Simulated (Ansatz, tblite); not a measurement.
Cost and result up the ladder for BMe2(CCH) (C₄H₇B) (12 atoms). The state is a singlet with charge 0. Geometry: PBE0-D4/def2-SVP.

```xyz
12

B    -0.018   -0.067    0.005
C    -0.529   -0.617    1.384
H     0.383   -0.917    1.938
H    -1.148   -1.522    1.292
H    -1.037    0.131    2.009
C     0.103   -0.993   -1.257
H    -0.859   -0.883   -1.797
H     0.200   -2.061   -1.009
H     0.889   -0.693   -1.964
C     0.373    1.411   -0.112
C     0.684    2.587   -0.204
H     0.959    3.623   -0.286
```

Ansatz on 4 threads of Arm Neoverse V1 on a shared host; xTB runs through tblite on one thread. Times are rough, summed over both states, and most runs start from the orbitals of an earlier one. PBE0-D4/def2-TZVP serves as the yardstick here, not as an exact answer. The other state is a doublet.

The xTB rows come from tblite.

Raw xTB energies of ions are shifted by several eV.

| level | functions | vertical IE (eV) | difference from PBE0-D4/def2-TZVP (eV) |
| --- | --- | --- | --- |
| GFN2-xTB | 27 | 13.77 | 3.92 |
| r2SCAN-D4/def2-TZVP | 197 | 9.65 | -0.21 |
| PBE-D4/def2-TZVP | 197 | 9.61 | -0.24 |
| PBE0-D4/def2-TZVP (with forces) | 197 | 9.86 | 0.00 |
| GFN1-xTB | 34 | 14.97 | 5.11 |

Q: Estimate how long each takes.

A: GFN2-xTB 0.009 s; GFN1-xTB 0.015 s; PBE-D4/def2-TZVP 4.5 s; PBE0-D4/def2-TZVP (with forces) 8.8 s; r2SCAN-D4/def2-TZVP 11 s. On shared hardware such times vary by a factor of up to 3.
